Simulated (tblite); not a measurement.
Species: C5H14GeSi.
Bonds: Ge1–Si2, Si2–C3, C3–C4, C4–C5, C5–C6, C6–C7, C3–C7. Hydrogens: H8, H9, H10 on Ge1; H11, H12 on Si2; H13 on C3; H14, H15 on C4; H16, H17 on C5; H18, H19 on C6; H20, H21 on C7.

Computed with GFN2-xTB (tblite), gas phase: L-BFGS steps from a force-field or distance-geometry start until the largest atomic force falls under 0.01 eV/Å.

Step 17: E = -585.1701 eV
```
atom  x, y, z in Å  |  force x, y, z in eV/Å
Ge1     3.1435    0.9607   -0.5821    0.004   0.010   0.001
Si2     1.7445   -0.7988    0.0521   -0.059   0.014  -0.015
C3     -0.0504   -0.3343   -0.3730   -0.061  -0.011   0.028
C4     -0.5284    0.9223    0.3609   -0.039   0.002   0.005
C5     -2.0599    0.8142    0.4165    0.012  -0.024  -0.009
C6     -2.3993   -0.6738    0.2041    0.008   0.034  -0.009
C7     -1.0573   -1.4029    0.0521   -0.057   0.004   0.017
H8      4.6024    0.7586   -0.3012    0.004  -0.006  -0.003
H9      3.1260    1.2963   -2.0454    0.007  -0.002  -0.002
H10     2.8608    2.2898    0.0579    0.002  -0.022   0.005
H11     1.8130   -1.0434    1.4997    0.029   0.034  -0.001
H12     2.0954   -2.0621   -0.6071    0.030   0.025  -0.046
H13    -0.1615   -0.1628   -1.4491   -0.003  -0.014   0.002
H14    -0.1239    0.9462    1.3751    0.003  -0.031   0.010
H15    -0.2081    1.8316   -0.1498    0.032   0.003   0.031
H16    -2.5141    1.4188   -0.3698    0.022  -0.007   0.017
H17    -2.4402    1.1752    1.3728    0.002   0.006  -0.046
H18    -2.9686   -1.0768    1.0425    0.003   0.012  -0.046
H19    -3.0041   -0.7966   -0.6955    0.024  -0.004   0.011
H20    -0.7627   -1.8329    1.0100    0.017   0.000   0.020
H21    -1.1160   -2.2126   -0.6744    0.017  -0.024   0.030
```

Step 18: E = -585.1710 eV
```
atom  x, y, z in Å  |  force x, y, z in eV/Å
Ge1     3.1453    0.9619   -0.5826    0.007   0.003  -0.008
Si2     1.7452   -0.7962    0.0502   -0.087   0.023  -0.029
C3     -0.0521   -0.3352   -0.3723   -0.036  -0.019   0.024
C4     -0.5286    0.9219    0.3630   -0.027  -0.027  -0.019
C5     -2.0598    0.8143    0.4156    0.013  -0.026  -0.006
C6     -2.3997   -0.6736    0.2029    0.007   0.035  -0.004
C7     -1.0587   -1.4047    0.0546   -0.035   0.032   0.000
H8      4.6041    0.7598   -0.3020    0.004  -0.008  -0.002
H9      3.1279    1.2978   -2.0457    0.007  -0.001  -0.004
H10     2.8624    2.2895    0.0577    0.000  -0.007   0.011
H11     1.8134   -1.0432    1.4953    0.034   0.033   0.037
H12     2.0956   -2.0588   -0.6071    0.039   0.001  -0.064
H13    -0.1628   -0.1650   -1.4494   -0.013  -0.011   0.026
H14    -0.1244    0.9420    1.3779   -0.007  -0.021  -0.008
H15    -0.2063    1.8309   -0.1476    0.030  -0.002   0.044
H16    -2.5131    1.4191   -0.3706    0.022  -0.002   0.004
H17    -2.4407    1.1760    1.3707   -0.009   0.009  -0.024
H18    -2.9706   -1.0756    1.0398   -0.011   0.005  -0.020
H19    -3.0045   -0.7963   -0.6965    0.031  -0.004  -0.001
H20    -0.7641   -1.8327    1.0139    0.009   0.006   0.002
H21    -1.1176   -2.2150   -0.6715    0.023  -0.019   0.041
```

Step 19: E = -585.1719 eV
```
atom  x, y, z in Å  |  force x, y, z in eV/Å
Ge1     3.1476    0.9634   -0.5834    0.003  -0.011  -0.014
Si2     1.7445   -0.7932    0.0474   -0.084   0.016  -0.030
C3     -0.0548   -0.3366   -0.3711   -0.001  -0.020   0.010
C4     -0.5291    0.9209    0.3652   -0.002  -0.047  -0.033
C5     -2.0595    0.8142    0.4145    0.007  -0.013  -0.001
C6     -2.4004   -0.6728    0.2016   -0.001   0.019   0.002
C7     -1.0610   -1.4063    0.0576    0.001   0.043  -0.013
H8      4.6065    0.7614   -0.3032    0.001  -0.011   0.000
H9      3.1305    1.2999   -2.0462    0.006   0.000  -0.006
H10     2.8646    2.2893    0.0576   -0.003   0.010   0.018
H11     1.8144   -1.0425    1.4909    0.035   0.033   0.060
H12     2.0965   -2.0553   -0.6083    0.041  -0.010  -0.075
H13    -0.1647   -0.1679   -1.4490   -0.028  -0.005   0.041
H14    -0.1253    0.9367    1.3809   -0.018  -0.012  -0.024
H15    -0.2037    1.8298   -0.1441    0.025  -0.009   0.053
H16    -2.5114    1.4194   -0.3714    0.019   0.006  -0.017
H17    -2.4414    1.1770    1.3678   -0.022   0.011   0.005
H18    -2.9731   -1.0741    1.0362   -0.029  -0.002   0.012
H19    -3.0043   -0.7959   -0.6978    0.031  -0.002  -0.022
H20    -0.7657   -1.8322    1.0184   -0.003   0.015  -0.014
H21    -1.1190   -2.2182   -0.6673    0.023  -0.012   0.049
```

**Question.** Estimate the geometry and energy of step 20. (The exact step hangs on the optimiser's Hessian estimate; all steps are aligned on step 19, rigid shifts and turns removed.)

**Answer.** E = -585.1731 eV, largest force 0.087 eV/Å
```
atom  x, y, z in Å  |  force x, y, z in eV/Å
Ge1     3.1504    0.9650   -0.5847   -0.007  -0.025  -0.016
Si2     1.7423   -0.7894    0.0437   -0.043  -0.010  -0.015
C3     -0.0583   -0.3387   -0.3697    0.033  -0.015  -0.011
C4     -0.5298    0.9189    0.3675    0.023  -0.050  -0.031
C5     -2.0593    0.8139    0.4131   -0.007   0.011   0.003
C6     -2.4013   -0.6717    0.2002   -0.015  -0.008   0.010
C7     -1.0638   -1.4078    0.0611    0.035   0.036  -0.016
H8      4.6093    0.7633   -0.3046   -0.003  -0.015   0.002
H9      3.1339    1.3026   -2.0469    0.006   0.003  -0.010
H10     2.8674    2.2893    0.0577   -0.005   0.023   0.021
H11     1.8162   -1.0412    1.4866    0.034   0.036   0.063
H12     2.0984   -2.0512   -0.6111    0.037  -0.007  -0.078
H13    -0.1676   -0.1714   -1.4479   -0.045   0.002   0.040
H14    -0.1267    0.9299    1.3840   -0.028  -0.006  -0.033
H15    -0.1999    1.8283   -0.1388    0.017  -0.015   0.054
H16    -2.5090    1.4198   -0.3728    0.014   0.013  -0.039
H17    -2.4427    1.1785    1.3643   -0.031   0.013   0.033
H18    -2.9769   -1.0723    1.0321   -0.045  -0.006   0.041
H19    -3.0035   -0.7954   -0.6997    0.028   0.001  -0.044
H20    -0.7678   -1.8311    1.0234   -0.016   0.026  -0.024
H21    -1.1204   -2.2223   -0.6610    0.019  -0.005   0.049
```

The energy changes by -0.0012 eV. The first-order estimate −F·Δx gives -0.0015 eV and the mean of the old and new forces, exact on a quadratic surface, -0.0011 eV. The step makes an angle of 70° with the force vector and moves no atom by more than 0.008 Å.

The cost below is that of the whole relaxation. On an Intel Xeon at 2.50 GHz with one thread, shared host, this took 1.6 s of wall time.
